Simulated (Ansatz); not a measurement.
Reaction (formal exchange of groups at a Ge–Ge bond): `[SiH3][SiH2][GeH2][GeH2][GeH2][SiH3]` + GeH₄ → `[SiH3][GeH2][GeH2][GeH3]` + `[SiH3][SiH2][GeH3]`

Calculated with Ansatz (gas phase, PBE0-D4/def2-TZVP geometries, no zero-point term in ΔE). CCSD(T)/CBS is the MP2 limit (def2-TZVPP, def2-QZVPP) plus CCSD(T) − MP2 in def2-TZVPP, frozen cores. DFT in def2-TZVPP. For Ge outer-core shells are correlated without core-valence functions, which leaves a few kJ/mol of doubt a bond. Scalar relativity is left out up to krypton. Each species was taken in one conformer, which may not be the lowest.

```json
{"species": "`[SiH3][SiH2][GeH2][GeH2][GeH2][SiH3]`", "B97M-V energy (Eh)": "-7106.57331"}
{"species": "GeH₄", "B97M-V energy (Eh)": "-2079.00354"}
{"species": "`[SiH3][GeH2][GeH2][GeH3]`", "B97M-V energy (Eh)": "-6525.30070"}
{"species": "`[SiH3][SiH2][GeH3]`", "B97M-V energy (Eh)": "-2660.27275"}
```

(1) Work out ΔE.

Largest T1 diagnostic among the species: 0.013.

## Answers

(1) ΔE = (-6525.30070) + (-2660.27275) − (-7106.57331) − (-2079.00354) = 0.00340 Eh = +8.9 kJ/mol. CCSD(T)/CBS gives +12.3 kJ/mol.

From BLYP to BHLYP (50 % exact exchange), in def2-TZVPP and without D4, ΔE moves by +4.5 kJ/mol. The D4 term adds +16.6 kJ/mol with B3LYP and +10.3 kJ/mol with PBE0; it sums over pairs of atoms, weighted by their polarisabilities, and B3LYP, whose exchange is more repulsive, gets the larger term.

B3LYP here is the variant with VWN-RPA as its local correlation; programs differ in this.
